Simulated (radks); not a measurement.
The numbers below are computed, except where a source is named.
Task: Species: the copper ion Cu12+. Configuration: [Ne] 3s2 3p5. Level of theory: scalar-relativistic Kohn-Sham, BLYP, spin-polarised, spherical densities, finite nucleus; open shells are filled with parallel spins first; Fermi nuclear charge, rms radius 3.8823 fm (a radial shooting solver on a logarithmic mesh with Libxc functionals). Some entries of the table are withheld. Estimate them.

| orbital | occ. | eigenvalue (eV) | <r> (bohr) | <r^2> (bohr^2) |
|---|---|---|---|---|
| 1s up | 1 | -9223.936 | 0.05214 | 0.003658 |
| 1s down | 1 | -9223.124 | 0.05214 | 0.003658 |
| 2s up | 1 | -1435.611 | 0.2341 | 0.06460 |
| 2s down | 1 | -1435.001 | 0.2341 | 0.06456 |
| 2p up | 3 | -1291.227 | 0.2054 | 0.05164 |
| 2p down | 3 | -1290.330 | 0.2054 | 0.05163 |
| 3s up | 1 | -432.2724 | 0.6277 | (1) |
| 3s down | 1 | -429.4196 | 0.6285 | (2) |
| 3p up | 3 | (3) | 0.6262 | (4) |
| 3p down | 2 | (5) | 0.6271 | (6) |
| 3d up | 0 | -319.8551 | 0.5902 | 0.4080 |
| 3d down | 0 | -317.3942 | 0.5905 | 0.4088 |
| 4s up | 0 | -198.9521 | 1.302 | 1.898 |
| 4s down | 0 | -198.0903 | 1.307 | 1.911 |

Result: 
(1) 3s up <r^2> (bohr^2): 0.4485
(2) 3s down <r^2> (bohr^2): 0.4498
(3) 3p up eigenvalue (eV): -387.7164
(4) 3p up <r^2> (bohr^2): 0.4524
(5) 3p down eigenvalue (eV): -384.8981
(6) 3p down <r^2> (bohr^2): 0.4540
